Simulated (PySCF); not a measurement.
BI2, SMILES [B](I)I (connectivity only; charge and spin as stated), charge +1, multiplicity 1.

Geometry optimised at B3LYP-D3(BJ)/def2-TZVP. The spin state was assumed, not searched. The isomer is the one that the SMILES or the coordinates give; other isomers of the formula were not compared. The def2 effective core potentials stand for the cores of I; spin–orbit coupling is left out.

Computed with PySCF with TDA-PBE0/def2-SVPD.

Vertical excitations; the highest root listed may be one member of a degenerate set. Gas-phase values at a fixed geometry. State labels are in the subgroup D2h.

Computed lowest excited states:
```
state  symmetry  energy (eV)  λ (nm)      f                                              main pairs
-----  --------  -----------  ------  -----  ------------------------------------------------------
S1           Au         4.29     289  0.000                      HOMO−1→LUMO 50 %, HOMO→LUMO+1 50 %
S2           Au         4.44     279  0.000               HOMO→LUMO+1, HOMO−1→LUMO (degenerate set)
S3          B1u         4.44     279  0.000               HOMO−1→LUMO+1, HOMO→LUMO (degenerate set)
S4          B1g         5.32     233  0.000                    HOMO−2→LUMO 50 %, HOMO−3→LUMO+1 50 %
S5           Ag         5.51     225  0.000             HOMO−2→LUMO+1, HOMO−3→LUMO (degenerate set)
S6          B1g         5.51     225  0.000             HOMO−3→LUMO+1, HOMO−2→LUMO (degenerate set)
S7          B2g         6.15     202  0.000                          HOMO−1→LUMO+2 (degenerate set)
S8          B3g         6.15     202  0.000                            HOMO→LUMO+2 (degenerate set)
S9          B1u         6.35     195  1.026  HOMO→LUMO 41 %, HOMO−1→LUMO+1 41 %, HOMO−4→LUMO+2 15 %
S10         B2g         7.34     169  0.000                                      HOMO−4→LUMO+1 97 %
T1          B1u         3.84     323      0                      HOMO−1→LUMO+1 50 %, HOMO→LUMO 50 %
T2           Au         4.04     307      0               HOMO−1→LUMO, HOMO→LUMO+1 (degenerate set)
T3          B1u         4.04     307      0               HOMO→LUMO, HOMO−1→LUMO+1 (degenerate set)
T4           Au         4.29     289      0                      HOMO→LUMO+1 50 %, HOMO−1→LUMO 50 %
```
Triplets are in the Tamm–Dancoff approximation.
